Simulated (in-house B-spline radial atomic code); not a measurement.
Ta3+ is squeezed into an impenetrable sphere of radius R (the orbitals vanish at R). Method: Dirac-Kohn-Sham LDA VWN5, spherical fractional occupations, Fermi nucleus of rms radius 5.3507 fm. Calculated with an all-electron radial atomic-structure program (B-spline basis).

Energies in eV above the free ion in [Xe] 4f14 5d2:

```
R (bohr)  highest level (eV)  [Xe] 4f14 5d2  [Xe] 4f14 5d1 5f1  [Kr] 4d10 4f14 5s2 5p5 5d2 5f1
    8.41               -29.1      5.056e-05              20.94                           60.95
    6.04               -29.1         0.0143              22.15                           62.04
    5.33                 -29        0.06979              23.37                            63.2
    4.11               -28.1         0.9396              28.92                            68.7
    3.33               -25.3           5.03              39.85                           80.41
    2.91                 -21          13.38              54.43                           96.48
    2.56               -13.8          32.39              80.91                           125.5
    2.13                6.47            106              168.3                           219.4
    1.83                38.4          260.7              336.8                           396.7
    1.56                  98          623.2              714.9                           788.1
```

Q: Does [Xe] 4f14 5d1 5f1 fall below [Xe] 4f14 5d2 under compression?

A: No, it stays above over the whole range.

Q: Does [Kr] 4d10 4f14 5s2 5p5 5d2 5f1 fall below [Xe] 4f14 5d2 under compression?

A: No, it stays above over the whole range.

The highest level is first positive in the row R = 2.13 bohr, pushed up by confinement above the zero of the free ion's potential. Each configuration is held fixed and needn't be the lowest in the sphere.
